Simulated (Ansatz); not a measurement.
One change: `C[NH][SnH]([Cl])[Cl]` becomes `C[NH][SnH]([F])[Cl]`.

Ansatz, PBE0-D4/def2-TZVP geometries, multiplicity 1. Each molecule was computed in one conformer, which needn't be the lowest.

Elements past krypton have def2 core potentials.

```tsv
property	`C[NH][SnH]([Cl])[Cl]`
HOMO–LUMO gap (ωB97M-V/def2-TZVPP) / eV	10.33
ideal-gas entropy at 298 K and 1 bar (rigid rotor, harmonic PBE0-D4/def2-TZVP) / J/(mol·K)	394
HOMO energy (ωB97M-V/def2-TZVPP) / eV	-9.68
HOMO–LUMO gap (PBE/def2-TZVPP) / eV	3.71
size of the dipole moment (B3LYP/def2-TZVPP) / D	2.83
LUMO energy (PBE/def2-TZVPP) / eV	-2.29
```

What does the change do to each property? (Best estimate.)

Computed: 
| property | `C[NH][SnH]([F])[Cl]` | shift |
| --- | --- | --- |
| HOMO–LUMO gap (ωB97M-V/def2-TZVPP) / eV | 10.51 | 0.18 |
| ideal-gas entropy at 298 K and 1 bar (rigid rotor, harmonic PBE0-D4/def2-TZVP) / J/(mol·K) | 385 | -9 |
| HOMO energy (ωB97M-V/def2-TZVPP) / eV | -9.72 | -0.04 |
| HOMO–LUMO gap (PBE/def2-TZVPP) / eV | 3.87 | 0.16 |
| size of the dipole moment (B3LYP/def2-TZVPP) / D | 3.36 | 0.53 |
| LUMO energy (PBE/def2-TZVPP) / eV | -2.16 | 0.13 |

Dipoles are sizes alone; their direction can turn. Modes under 60 cm⁻¹, often nearly free rotors, make the harmonic entropy too high.

B3LYP here is the variant with VWN-RPA as its local correlation; programs differ in this.
